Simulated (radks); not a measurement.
Results of a calculation; reference values are marked as such.
All-electron atom: Sm II in [Xe] 4f5 6s2 (not the ground configuration). Code: a radial shooting solver on a logarithmic mesh with Libxc functionals. Model: Dirac Kohn-Sham, BLYP, spin-unpolarised, spherical densities, point nucleus; open shells are shared between the two j in proportion to 2j + 1.

Normalised radial functions P(r) = r R(r) (large component), r in bohr:

```
   r/bohr * 5p1/2, o 4f5/2, + 6s1/2 (the largest magnitude, 1.05, reaches the edge; | marks zero, & curves that meet)
 0.002738                             &+
 0.003711                             &+
 0.005029                             o&
 0.006815                             o&
 0.009237                             o&
  0.01252                             o+*
  0.01697                             o+ *
  0.02299                             o+  *
  0.03116                             &    *
  0.04223                            +o     *
  0.05724                           + o    *
  0.07757                           + |o *
   0.1043                           * + o
   0.1413                      *      | + o
   0.1916                     *       |  +    o
   0.2596                           * |+            o
   0.3518                          +  |       *           o
   0.4768                        +    |            *            o
   0.6462                            +|    *                     o
   0.8758                 *           |     +                 o
    1.187      *                      |       +         o
    1.609       *                     |+         o
     2.18               *    +        |     o
    2.955              +         *    |  o
    4.005               +            *|o
    5.427                     +       &
    7.355                          +  &
    9.968                             &
```

5p1/2: eigenvalue -36.767 eV, 3 radial nodes at r = 0.0939, 0.280, 0.708 bohr, <r> = 1.55 bohr, 90 % of the charge inside 2.26 bohr. 4f5/2: eigenvalue -16.553 eV, 0 radial nodes, <r> = 0.911 bohr, 90 % of the charge inside 1.56 bohr. 6s1/2: eigenvalue -9.842 eV, 5 radial nodes at r = 0.0278, 0.110, 0.287, 0.666, 1.65 bohr, <r> = 3.63 bohr, 90 % of the charge inside 5.24 bohr.
